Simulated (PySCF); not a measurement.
PySCF input file for BeCl2, SMILES [Cl][Be][Cl], PBE-D3(BJ)/def2-TZVP. Coordinates come from a PBE-D3(BJ)/def2-TZVP optimisation. The isomer is the one that the SMILES or the coordinates give; other isomers of the formula were not compared.

```python
import numpy as np
from pyscf import gto, scf, dft, df
from pyscf.hessian import thermo

mol = gto.M(
    atom='''
    Be    0.00000000    0.00000000    0.00000000
    Cl    0.00000000    0.00000000   -1.80868395
    Cl    0.00000000    0.00000000    1.80868395
    ''',
    basis='def2-TZVP',
    charge=0,
    spin=0,
    max_memory=1600,
    verbose=3,
)
mf = dft.RKS(mol, xc='pbe').density_fit(auxbasis='def2-universal-jkfit')
mf.disp = 'd3bj'
mf.grids.level = 3
mf.conv_tol = 1e-11
mf.max_cycle = 100
mf.kernel()

# analytic Hessian; the response equations are solved on a coarser grid
h, args, fine = mf.Hessian(), (mf.mo_energy, mf.mo_coeff, mf.mo_occ), mf.grids
h.max_memory = max(150, 2.5e-5 * df.make_auxmol(mol, mf.with_df.auxbasis).nao * mol.nelec[0] * (mol.nelec[0] + mol.nao))  # MB; small integral blocks
h1ao = h.make_h1(mf.mo_coeff, mf.mo_occ)
mf.grids = dft.Grids(mol).set(level=1).build(with_non0tab=True)
mo1, mo_e1 = h.solve_mo1(*args, h1ao)
mf.grids = fine
hess = h.hess_elec(*args, mo1, mo_e1, h1ao) + h.hess_nuc()
if mf.do_disp():
    hess += h.get_dispersion()
for i in range(mol.natm):  # the analytic DFT Hessian lacks the response of the grid: restore translational invariance
    hess[i, i] -= hess[i].sum(axis=0)
hess = (hess + hess.transpose(1, 0, 3, 2)) / 2
vib = thermo.harmonic_analysis(mol, hess, imaginary_freq=False)
thermo.dump_normal_mode(mol, vib)
th = thermo.thermo(mf, vib['freq_au'][vib['freq_au'] > 0], 298.15, 101325)
thermo.dump_thermo(mol, th)
g0 = mf.nuc_grad_method().set(verbose=0).kernel()

# dipole derivatives [dipole axis, atom, xyz] from the same response
r, irp = mol.intor('int1e_r'), mol.intor('int1e_irp').reshape(3, 3, mol.nao, mol.nao)
sl, dm0, ok = mol.aoslice_by_atom(), np.array(mf.make_rdm1()), []
dmu = np.einsum('a,xt->xat', mol.atom_charges(), np.eye(3))
for a, (_, _, p0, p1) in enumerate(sl):
    dmu[:, a] += 2 * np.einsum('xtij,ij->xt', irp[:, :, :, p0:p1], dm0.reshape(-1, mol.nao, mol.nao).sum(0)[:, p0:p1])
    for u, c, occ, f in [(mo1, mf.mo_coeff, mf.mo_occ, 4)]:
        dmu[:, a] -= f * np.einsum('tui,xuv,vi->xt', u[a], r, c[:, occ > 0], optimize=True)
L = vib['norm_mode']
ir = 974.8801 * (np.einsum('xat,kat->kx', dmu, L) ** 2).sum(1)       # km/mol
apt = np.einsum('xax->a', dmu) / 3
print('mode   freq/cm-1   IR/(km/mol)')
for k, w in enumerate(vib['freq_wavenumber']):
    print(f'{k + 1:4d} {w:11.2f} {ir[k]:13.3f}')
print('max |gradient| / (hartree/bohr):', abs(g0).max())
print('APT charges:', apt.round(4))
```

It prints:

```
converged SCF energy = -934.908539655322

WARN: DFTD3 does not support analytical Hessian, using finite difference


WARN: Mole.unit (angstrom) is changed to Bohr

Mode                                 0                   1                   2
Irrep
Freq [cm^-1]                      233.0225            233.0225            387.1647
Reduced mass [au]                   9.8398              9.8398             35.4500
Force const [Dyne/A]                0.3148              0.3148              3.1308
Char temp [K]                     335.2675            335.2675            557.0439
Normal mode                   x     y     z       x     y     z       x     y     z
       0  Be                 0.00 -0.31  0.00    0.31  0.00  0.00   -0.00 -0.00  0.00
       1  Cl                -0.00  0.04  0.00   -0.04 -0.00 -0.00    0.00  0.00 -0.12
       2  Cl                -0.00  0.04 -0.00   -0.04 -0.00  0.00    0.00  0.00  0.12
Mode                                 3
Irrep
Freq [cm^-1]                     1114.6857
Reduced mass [au]                   9.8398
Force const [Dyne/A]                7.2034
Char temp [K]                    1603.7846
Normal mode                   x     y     z
       0  Be                -0.00  0.00  0.31
       1  Cl                 0.00 -0.00 -0.04
       2  Cl                 0.00 -0.00 -0.04
temperature 298.1500 [K]
pressure 101325.00 [Pa]
Rotational constants [GHz] inf 2.17894 2.17894
Symmetry number 2
Zero-point energy (ZPE) 0.00448 [Eh]   11770.629 [J/mol]
                           tot       elec      trans        rot        vib
Entropy [J/mol/K]       252.083      0.000    163.383     68.697     20.003
Cv [J/mol/K]             43.154      0.000     12.472      8.314     22.368
Cp [J/mol/K]             51.469      0.000     20.786      8.314     22.368
Internal energy [J/mol]                      3718.434   2478.956  15360.054
Internal energy [Eh]   -934.90033  -934.90854
Enthalpy [J/mol]                             6197.391   2478.956  15360.054
Enthalpy [Eh]          -934.89938
Gibbs free energy [J/mol]                  -42515.370 -18002.978   9396.156
Gibbs free energy [Eh] -934.92801
mode   freq/cm-1   IR/(km/mol)
   1      233.02        36.836
   2      233.02        36.836
   3      387.16         0.000
   4     1114.69       414.653
max |gradient| / (hartree/bohr): 5.477669486758554e-06
APT charges: [ 0.9812 -0.4906 -0.4906]
```

Self-consistency was reached.
